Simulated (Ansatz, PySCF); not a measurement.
Some isomers of C3H3, charge -1, singlet:

A. C1=C[CH-]1
B. [C-]#CC
C. [C-]1=CC1
D. C#C[CH2-]

Quantity: relative energy (0 K, with B3LYP-D3(BJ) harmonic zero-point energies from PySCF), kJ/mol. Geometries: B3LYP-D3(BJ)/def2-TZVP minima from Ansatz (a program for electronic structure). Unstable Hartree-Fock reference: C1=C[CH-]1. Correlated levels leave the core frozen unless marked. Spin-orbit coupling is left out. Non-relativistic. Basis-set limits of correlation are two-point, X^-3; Hartree-Fock from the larger set. The bracket is a focal-point correction in the basis named. Anions need diffuse functions, which plain sets lack and def2-D sets hold few of. Values are relative to the lowest entry of each level; other isomers of the formula, not listed, may lie lower.

Task: Rank them by relative energy at RI-MP2/CBS(aug-cc-pVTZ,aug-cc-pVQZ)+[CCSD(T)-MP2]/aug-cc-pVTZ (Ansatz), lowest first.

Result: B (0.0 kJ/mol), D (4.3 kJ/mol), C (110.1 kJ/mol), A (248.2 kJ/mol)
